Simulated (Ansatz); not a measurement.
Molecule: CCl₂ (charge 0, triplet). This is an excited triplet: at this geometry the singlet lies 0.44 eV lower at RI-MP2/CBS(aug-cc-pV(T+d)Z,aug-cc-pV(Q+d)Z)+[CCSD(T)-MP2]/aug-cc-pV(T+d)Z. SMILES: Cl[C]Cl
Coordinates optimised at B3LYP-D3(BJ)/def2-TZVP (Ansatz, a first-principles code):
```
C
Cl 1 1.6745
Cl 1 1.6745 2 128.73
```
Charge 0, spin multiplicity 3.

Task: Give the harmonic wavenumbers at B3LYP-D3(BJ)/def2-TZVP (Ansatz, finite differences of forces, unscaled).

Result: 300, 659, 975 cm⁻¹. Zero-point energy 2.8 kcal/mol.

Task: From these and the geometry, give the ideal-gas thermochemistry at 298.15 K and 1 atm (rigid rotor, harmonic oscillator).

Result: Point group C2v, rotational symmetry number 2. Rotational constants 93.76, 3.127, 3.026 GHz. S(trans) 39.16, S(rot) 22.03, S(vib) 1.88, S(elec, spin only) 2.18, S 65.3 cal/(mol K). H(298) - H(0) 2.74 kcal/mol; G - E(el) -14.0 kcal/mol.
